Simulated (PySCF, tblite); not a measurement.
Species: 2-methylbenzotriazole, C7H7N3.
SMILES: `Cn1nc2ccccc2n1`

Theory: PBE0/pcSseg-1 in PySCF (dipole) on a GFN2-xTB geometry, gas phase.

Take the most abundant isotopes and a rigid rotor. 

(1) Give the principal moments of inertia and the rotational constants in MHz.

(2) Classify the top.

(3) Is it planar, by Δ = Ic − Ia − Ib?

(4) Give the other two planar moments, Paa and Pbb, and the rms extents of the mass along the axes.

(5) Give the coordinates in the principal-axis frame, origin at the centre of mass.

(6) List the rotational levels J(Ka,Kc) to J = 4 (MHz).

(7) Predict some low-J microwave lines.

## Answers

(1) Ia = 127.08, Ib = 472.70, Ic = 596.61 u·Å²; 505379 MHz·u·Å²/I gives A = 3977, B = 1069, C = 847.1 MHz.

(2) An asymmetric top: κ = (2 × 1069 − 3977 − 847.1)/(3977 − 847.1) = -0.86.

(3) Not planar: Δ = Ic − Ia − Ib = -3.17 u·Å². For a rigid frame Δ = −2 Σ m c², so Σ m c² = 1.59 u·Å² lies off the ab plane, practically all of it from hydrogen. The atom farthest from that plane is 0.99 Å away.

(4) Paa = Σ m a² = (Ib + Ic − Ia)/2 = 471.11 and Pbb = Σ m b² = (Ia + Ic − Ib)/2 = 125.49 u·Å². With the mass M = 133.06 u, the rms extents √(P/M) along a, b and c are 1.88, 0.97, 0.11 Å.

(5) The sense of each axis is arbitrary; atoms in the order of the calculation.
```tsv
atom	mass (u)	a (Å)	b (Å)	c (Å)
C1	12.000	3.237	-0.001	0.003
N2	14.003	1.806	0.001	0.005
N3	14.003	1.127	-1.114	0.000
C4	12.000	-0.157	-0.715	-0.006
C5	12.000	-1.358	-1.432	-0.004
C6	12.000	-2.518	-0.705	0.005
C7	12.000	-2.519	0.704	0.005
C8	12.000	-1.359	1.432	-0.004
C9	12.000	-0.157	0.715	-0.006
N10	14.003	1.126	1.115	0.000
H11	1.008	3.575	-1.002	0.264
H12	1.008	3.601	0.728	0.725
H13	1.008	3.612	0.267	-0.987
H14	1.008	-1.353	-2.510	-0.007
H15	1.008	-3.469	-1.218	0.013
H16	1.008	-3.470	1.216	0.013
H17	1.008	-1.354	2.510	-0.007
```

(6) Above 0(0,0):
J = 1: 1(0,1) 1916, 1(1,1) 4824, 1(1,0) 5046
J = 2: 2(0,2) 5736, 2(1,2) 8434, 2(1,1) 9101, 2(2,1) 17824, 2(2,0) 17836
J = 3: 3(0,3) 11436, 3(1,3) 13843, 3(1,2) 15174, 3(2,2) 23573, 3(2,1) 23634, 3(3,1) 38675, 3(3,0) 38675
J = 4: 4(0,4) 18981, 4(1,4) 21040, 4(1,3) 23258, 4(2,3) 31228, 4(2,2) 31409, 4(3,2) 46363, 4(3,1) 46366, 4(4,1) 67474, 4(4,0) 67474
The levels of one J sum to (2J + 1)J(J + 1)(A + B + C)/3.

(7) The dipole components are |μa| = 0.84 D, |μb| = 0.02 D, |μc| = 0.01 D. The squared components, which scale the intensities, stand as 1.00 : 0.00 : 0.00 (a : b : c). Some lines, for components of 0.1 D or more:

```json
{"type": "a", "branch": "Q", "J(Ka,Kc)": "2(1,1) ← 2(1,2)", "MHz": "666", "lower level (cm⁻¹)": "0.281"}
{"type": "a", "branch": "Q", "J(Ka,Kc)": "3(1,2) ← 3(1,3)", "MHz": "1332", "lower level (cm⁻¹)": "0.462"}
{"type": "a", "branch": "R", "J(Ka,Kc)": "1(0,1) ← 0(0,0)", "MHz": "1916", "lower level (cm⁻¹)": "0.000"}
{"type": "a", "branch": "Q", "J(Ka,Kc)": "4(1,3) ← 4(1,4)", "MHz": "2217", "lower level (cm⁻¹)": "0.702"}
{"type": "a", "branch": "R", "J(Ka,Kc)": "2(1,2) ← 1(1,1)", "MHz": "3610", "lower level (cm⁻¹)": "0.161"}
{"type": "a", "branch": "R", "J(Ka,Kc)": "2(0,2) ← 1(0,1)", "MHz": "3820", "lower level (cm⁻¹)": "0.064"}
{"type": "a", "branch": "R", "J(Ka,Kc)": "2(1,1) ← 1(1,0)", "MHz": "4054", "lower level (cm⁻¹)": "0.168"}
{"type": "a", "branch": "R", "J(Ka,Kc)": "3(1,3) ← 2(1,2)", "MHz": "5408", "lower level (cm⁻¹)": "0.281"}
{"type": "a", "branch": "R", "J(Ka,Kc)": "3(0,3) ← 2(0,2)", "MHz": "5700", "lower level (cm⁻¹)": "0.191"}
{"type": "a", "branch": "R", "J(Ka,Kc)": "3(2,2) ← 2(2,1)", "MHz": "5749", "lower level (cm⁻¹)": "0.595"}
{"type": "a", "branch": "R", "J(Ka,Kc)": "3(2,1) ← 2(2,0)", "MHz": "5797", "lower level (cm⁻¹)": "0.595"}
{"type": "a", "branch": "R", "J(Ka,Kc)": "3(1,2) ← 2(1,1)", "MHz": "6074", "lower level (cm⁻¹)": "0.304"}
{"type": "a", "branch": "R", "J(Ka,Kc)": "4(1,4) ← 3(1,3)", "MHz": "7198", "lower level (cm⁻¹)": "0.462"}
{"type": "a", "branch": "R", "J(Ka,Kc)": "4(0,4) ← 3(0,3)", "MHz": "7545", "lower level (cm⁻¹)": "0.381"}
{"type": "a", "branch": "R", "J(Ka,Kc)": "4(2,3) ← 3(2,2)", "MHz": "7655", "lower level (cm⁻¹)": "0.786"}
{"type": "a", "branch": "R", "J(Ka,Kc)": "4(3,2) ← 3(3,1)", "MHz": "7688", "lower level (cm⁻¹)": "1.290"}
{"type": "a", "branch": "R", "J(Ka,Kc)": "4(3,1) ← 3(3,0)", "MHz": "7691", "lower level (cm⁻¹)": "1.290"}
{"type": "a", "branch": "R", "J(Ka,Kc)": "4(2,2) ← 3(2,1)", "MHz": "7776", "lower level (cm⁻¹)": "0.788"}
{"type": "a", "branch": "R", "J(Ka,Kc)": "4(1,3) ← 3(1,2)", "MHz": "8083", "lower level (cm⁻¹)": "0.506"}
```

Its GFN2-xTB frequencies are all real (lowest 36 cm⁻¹). No vibrational averaging or centrifugal distortion is included, and the geometry carries the error of its method. A rigid rotor knows nothing of internal rotation, which can split or shift real lines. Quadrupole hyperfine structure (14N) is left out.
